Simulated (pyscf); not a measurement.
**`[NH][SiH2][Cl]`, doublet**

Gas-phase minimum from PySCF at ωB97X-D3(BJ)/def2-SVP, one conformer. •HN–SiH₂–Cl lies 20.1 kcal/mol over its isomer H₂N–SiH•–Cl, and others may lie lower still (electronic energy, ωB97M-D3(BJ)). 

```xyz
6

N     -1.0912    -0.1621    -0.3024
Si     0.6289     0.0262    -0.0570
Cl     1.1891     1.8952     0.6428
H     -1.6810     0.6519    -0.0902
H      1.2934    -0.1926    -1.3663
H      1.0513    -0.9852     0.9441
```
Charge 0, spin multiplicity 2.

Bonded distances (Å): N1–Si2 1.748, N1–H4 1.027, Si2–Cl3 2.073, Si2–H5 1.484, Si2–H6 1.484. Angles (°): Si2–N1–H4 116.8, N1–Si2–Cl3 114.2, N1–Si2–H5 107.5, N1–Si2–H6 107.5, Cl3–Si2–H5 108.0, Cl3–Si2–H6 108.0, H5–Si2–H6 111.5.

Properties at ωB97X-D3(BJ)/def2-SVP:

```
Quantity                                                                                                                                                                           Result
---------------------------------------------------------------------------------------------------------------------  ------------------------------------------------------------------
Harmonic wavenumbers, unscaled                                                                                         169, 223, 545, 565, 711, 738, 847, 919, 939, 2289, 2290, 3534 cm⁻¹
Zero-point energy                                                                                                                                                           19.7 kcal/mol
Rotational symmetry number                                                                                                                                                              1
Entropy of this conformer at 298 K and 1 atm, rigid rotor and harmonic oscillator, modes under 100 cm⁻¹ raised to 100                                                     299.1 J/(mol K)
Dipole moment                                                                                                                                                                      0.32 D
Spin expectation value S2                                                                                                                                                           0.753
```

Single-point totals, which compare only within one level (frozen core for MP2 and CC):

| level | total energy (hartree) |
|---|---|
| ωB97X-D3(BJ)/def2-TZVP | -806.34123 |
| PBE/def2-TZVP | -805.88334 |
| r²SCAN/def2-TZVP | -806.20843 |
| B3LYP-D3(BJ)/def2-TZVP | -806.34032 |
| PBE0-D3(BJ)/def2-TZVP | -805.95802 |
| M06-2X/def2-TZVP | -806.22872 |
| ωB97M-D3(BJ)/def2-TZVP | -806.39832 |
| UHF/def2-TZVPP | -804.70541 |
| MP2/def2-TZVPP | -805.18547 |
| CCSD/def2-TZVPP | -805.23071 |
| CCSD(T)/def2-TZVPP | -805.25052 |

Soft torsions are taken as harmonic, which can shift the entropy by several J/(mol K). The CCSD(T) − MP2 part came from Ansatz, without density fitting, on the same reference.
